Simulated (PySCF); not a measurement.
# Computed vibrations of [HgCl3(NH3)]−

[HgCl3(NH3)]− (singlet). PySCF 2.14.0, RKS PBE0, Hg def2-SVP with ECP60, Cl def2-SVP, N def2-SVP, H def2-SVP; non-relativistic Hamiltonian with scalar-relativistic core potentials where named; density fitting; no spin-orbit coupling. Central differences of gradients.

```xyz
8

Hg    0.0527   -0.0527    0.0527
Cl    1.1503    1.8852    1.1503
Cl   -1.8852   -1.1503    1.1503
Cl    1.1503   -1.1503   -1.8852
N    -1.4439    1.4439   -1.4439
H    -2.0323    2.0323   -0.8603
H    -0.8603    2.0323   -2.0323
H    -2.0323    0.8603   -2.0323
```

Run from Python with OMP_NUM_THREADS=2. Where DIIS fails, smearing, a level shift and second-order steps follow.
It took 60 s on 2 threads of Arm Neoverse V2 (shared host).

(1) What are the harmonic wavenumbers and infrared intensities?

(2) Is this a minimum?

Answers

(1) Modes are labelled in C3v; negative numbers are unstable modes, those under 60 cm⁻¹ near the noise; a finer grid moves soft modes by up to 10 cm⁻¹.
| cm⁻¹ | km/mol | symmetry |
| --- | --- | --- |
| -121 | – | a2 |
| -30 | – | e |
| -30 | – | e |
| 87 | 12.7 | e |
| 87 | 12.7 | e |
| 95 | 22.4 | a1 |
| 188 | 7.3 | a1 |
| 263 | 67.8 | e |
| 263 | 67.8 | e |
| 270 | 0.4 | a1 |
| 385 | 41.3 | e |
| 385 | 41.3 | e |
| 953 | 148.4 | a1 |
| 1612 | 14.7 | e |
| 1612 | 14.7 | e |
| 3529 | 2.8 | a1 |
| 3688 | 18.9 | e |
| 3688 | 18.9 | e |

(2) No: 3 unstable; the lowest moves the atoms so:
```
Hg   0.00  0.00  0.00
Cl  -0.01  0.00  0.01
Cl   0.00 -0.01 -0.01
Cl   0.01  0.01  0.00
N    0.00  0.00  0.00
H    0.41  0.41  0.00
H    0.00 -0.41 -0.41
H   -0.41  0.00  0.41
```
